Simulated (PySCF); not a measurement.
**Correlation energy of O⁺ (oxygen, charge +1)**

[He] 2s1 2p4, high-spin 4P determinant (an excited configuration). Calculation: PySCF 2.14, in x2c-QZVPPall (7s4p3d2f1g, 57 functions); the spin-free X2C one-electron Hamiltonian (Gaussian nucleus). Frozen: nothing; 7 electrons correlated.

| level | correlation energy (mhartree) |
| --- | --- |
| CCSD | -145.79 |
| (T) | -2.51 |
| CCSD(T) | -148.30 |

Diagnostics: T1 = 0.0058, D1 = 0.0167, largest double amplitude 0.067.

Q: Is a single reference adequate?

A: Yes: T1 lies below 0.03 and no double amplitude reaches 0.07.

This basis was not built for core-valence correlation, so the inner-shell part is incomplete.
